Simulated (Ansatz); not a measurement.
Isolated molecules relaxed with PBE0-D4/def2-TZVP in Ansatz; ΔE leaves out vibrations. CBS: MP2 limit from def2 TZ/QZ plus the TZ coupled-cluster correction, frozen cores. This one scheme is used for every species. DFT in def2-TZVPP. One conformer a species, not always the lowest.

`CC[BH][AlH2]` + CH₃NH₂ → `CCBNC` + `[AlH3]`  (cleavage of the B–Al bond)

`CC[BH][AlH2]`:

Cartesian coordinates in Å:
```
C -0.180 -0.979 -1.185
C 0.691 -0.922 0.062
B 0.488 0.251 1.068
Al -0.779 1.939 0.775
H -0.089 -0.058 -1.770
H 0.085 -1.809 -1.845
H -1.235 -1.098 -0.922
H 1.758 -0.840 -0.216
H 0.661 -1.874 0.612
H 1.144 0.178 2.079
H -0.263 3.256 0.035
H -2.283 1.956 1.308
```

CH₃NH₂:

Cartesian coordinates in Å:
```
C -0.029 0.469 0.320
N -0.070 -0.533 -0.732
H 0.335 0.112 1.295
H -1.030 0.880 0.468
H 0.612 1.296 0.008
H -0.669 -1.304 -0.467
H 0.851 -0.920 -0.893
```

`CCBNC`:

Z-matrix (Å, degrees):
```
C
C 1 1.523
H 1 1.095 2 111.5
H 1 1.095 2 111.5 3 120.1
H 1 1.093 2 112.2 3 -120.0
B 2 1.573 1 117.0 3 -59.9
H 2 1.098 1 110.0 3 176.9
H 2 1.099 1 110.0 3 63.2
N 6 1.389 2 122.0 1 0.4
H 6 1.204 2 120.8 1 -179.7
C 9 1.443 6 127.1 2 179.9
H 9 1.009 6 119.0 2 -0.0
H 11 1.090 9 109.0 6 0.3
H 11 1.095 9 111.7 6 119.8
H 11 1.095 9 111.7 6 -119.2
```

`[AlH3]`:

Cartesian coordinates in Å:
```
Al 0.000 0.000 0.000
H -1.577 -0.069 -0.154
H 0.705 -0.677 1.249
H 0.872 0.747 -1.094
```

```json
{"species": "`CC[BH][AlH2]`", "PBE-D4 energy (Eh)": "-347.99343"}
{"species": "CH₃NH₂", "PBE-D4 energy (Eh)": "-95.76915"}
{"species": "`CCBNC`", "PBE-D4 energy (Eh)": "-199.77752"}
{"species": "`[AlH3]`", "PBE-D4 energy (Eh)": "-244.05211"}
```

Question: Work out ΔE.

Answer: ΔE = (-199.77752) + (-244.05211) − (-347.99343) − (-95.76915) = -0.06705 Eh = -176.0 kJ/mol. CCSD(T)/CBS gives -182.8 kJ/mol.

Largest T1 diagnostic among the species: 0.011.

In def2-TZVPP, CCSD(T) changes the Hartree–Fock value by −3.7 kJ/mol (the triples alone add −1.7 kJ/mol) and MP2 by −12.1 kJ/mol.
